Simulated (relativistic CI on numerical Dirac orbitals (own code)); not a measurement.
Xe¹³⁺: q coefficients and field-shift factors

These numbers are calculated, not measured: Dirac-Coulomb-Breit CI, orbitals from a KLI potential per configuration, derivatives by finite differences, unscaled Slater integrals, QED left out (own radial code, finite nucleus).

Configuration list (outside the closed core [Ar] 3d10): 4s2 4p6 4d5, 4s2 4p5 4d6, 4s2 4p4 4d7, 4s 4p6 4d6, 4s2 4p6 4d4 5s, 4s2 4p6 4d4 5p, 4p6 4d7, 4s2 4p6 4d3 5s2. Levels of other configurations are missing.

With x = (α/α₀)² − 1 an excitation energy changes as ω = ω₀ + qx; K = 2q/ω₀ is the relative enhancement. Terms are leading LS components, so labels can repeat. The field-shift factor is F = δν/δ⟨r²⟩ for the transition from the lowest level.

Lowest level 4s2 4p6 4d5 6S_5/2.

| Level | ω₀ (cm⁻¹) | q (cm⁻¹) | K | F (GHz/fm²) |
| --- | --- | --- | --- | --- |
| 4s2 4p6 4d5 4G_5/2 | 40059.6 | -16270 | -0.812 | -0.151 |
| 4s2 4p6 4d5 4P_3/2 | 49344.3 | -3632 | -0.147 | -0.0393 |
| 4s2 4p6 4d5 4G_7/2 | 49950.4 | -2863 | -0.115 | 0.0637 |
| 4s2 4p6 4d5 4G_5/2 | 51296.8 | 2187 | 0.0853 | 0.0847 |
| 4s2 4p6 4d5 4G_11/2 | 52350.3 | 990.4 | 0.0378 | 0.141 |
| 4s2 4p6 4d5 4G_9/2 | 53827.8 | 3684 | 0.137 | 0.165 |
| 4s2 4p6 4d5 4P_1/2 | 54286.5 | 2293 | 0.0845 | 0.0294 |
| 4s2 4p6 4d5 4D_7/2 | 62592.2 | 8066 | 0.258 | 0.141 |
| 4s2 4p6 4d5 4D_5/2 | 65927.5 | 5137 | 0.156 | 0.113 |
| 4s2 4p6 4d5 4D_1/2 | 68758.3 | 14640 | 0.426 | 0.193 |
| 4s2 4p6 4d5 4D_3/2 | 70474.4 | 14910 | 0.423 | 0.211 |
| 4s2 4p6 4d5 2I_11/2 | 75743.4 | 4444 | 0.117 | 0.288 |
| 4s2 4p6 4d5 2F_7/2 | 76878.4 | -1701 | -0.0443 | 0.00545 |
| 4s2 4p6 4d5 2D_3/2 | 77342.7 | 4875 | 0.126 | 0.144 |
| 4s2 4p6 4d5 2F_5/2 | 79994.8 | 15500 | 0.388 | 0.267 |
| 4s2 4p6 4d5 2G_9/2 | 80466.5 | 2963 | 0.0736 | 0.174 |
| 4s2 4p6 4d5 2I_13/2 | 82408.3 | 10740 | 0.261 | 0.382 |
| 4s2 4p6 4d5 4F_5/2 | 87807.4 | 16080 | 0.366 | 0.253 |
| 4s2 4p6 4d5 2H_9/2 | 91768.5 | 10830 | 0.236 | 0.329 |
| 4s2 4p6 4d5 2F_7/2 | 94765.4 | 17520 | 0.37 | 0.364 |
| 4s2 4p6 4d5 4F_3/2 | 95798.9 | 20950 | 0.437 | 0.29 |
| 4s2 4p6 4d5 2G_7/2 | 98515.3 | 19430 | 0.394 | 0.279 |
| 4s2 4p6 4d5 2F_5/2 | 99119.8 | 11940 | 0.241 | 0.28 |

At this charge energies of transitions that change n are usually good to better than 1 %, and those within a shell (Δn = 0) to a few per cent. Terms inside the open d or f shell come out 10 to 20 % too wide with unscaled integrals. Levels and lines within the n = 5 or 6 shells can be off by up to 10 % or somewhat more, and those that change n by about 2 %, since core polarisation is missing.
